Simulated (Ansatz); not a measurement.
Basis-set extrapolation for C4H3F7, SMILES `FCC(F)(F)C(F)(F)C(F)F` (PBE0-D4/def2-TZVP geometry, frozen core, the Gaussian-basis code of Ansatz). Multiplicity 1, RHF reference.

```tsv
	def2-TZVPP	def2-QZVPP
HF	-849.645934	-849.682031
MP2 correlation	-2.372315	-2.584777
CCSD(T) correlation	-2.475162	not run
```

Energies in hartree. Use E(X) = E(∞) + A·exp(−7.88·√X) for Hartree–Fock and E(X) = E(∞) + B·X^(−2.97) for correlation, with X = 3 and 4, and add CCSD(T) minus MP2 of the smaller set to the MP2 limit.

**Question.** What is the CCSD(T) energy at the basis-set limit?

**Answer.** HF limit: -849.682031 + (-0.036097) × 0.13774 = -849.68700. MP2 limit: -2.584777 + (-0.212462) × 0.74074 = -2.74216. Higher-order term: -2.475162 − (-2.372315) = -0.10285. Total: -852.53201 hartree, 11.18 eV below CCSD(T)/def2-TZVPP.
